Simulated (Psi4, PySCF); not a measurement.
Here is a job for Psi4.
```
memory 2 GB

molecule mol {
1 1
Hg   -0.000000   -0.000000   -0.709332
Br    0.000000    0.000000    1.621330
}

set {
  basis def2-svp
  reference rks
  scf_type pk
  puream true
  d_convergence 1e-8
  dft_radial_points 99
  dft_spherical_points 590
}

energy('blyp')
print_variables()
```

### Question
Give the equivalent PySCF input.

### Answer
One answer among several that fit: 
```python
from pyscf import gto, scf, dft

mol = gto.Mole()
mol.atom = '''
    Hg   -0.000000   -0.000000   -0.709332
    Br    0.000000    0.000000    1.621330
'''
mol.basis = 'def2-svp'
mol.ecp = {'Hg': 'def2-svp'}
mol.charge = 1
mol.spin = 0
mol.verbose = 3
mol.build()

mf = dft.RKS(mol)
mf.xc = 'blyp'
mf.grids.atom_grid = (99, 590)
mf.grids.prune = None
mf.kernel()
```

Both were run: Psi4 gave -2727.011951 Eh and PySCF -2727.011953 Eh, 0.002 mEh apart.
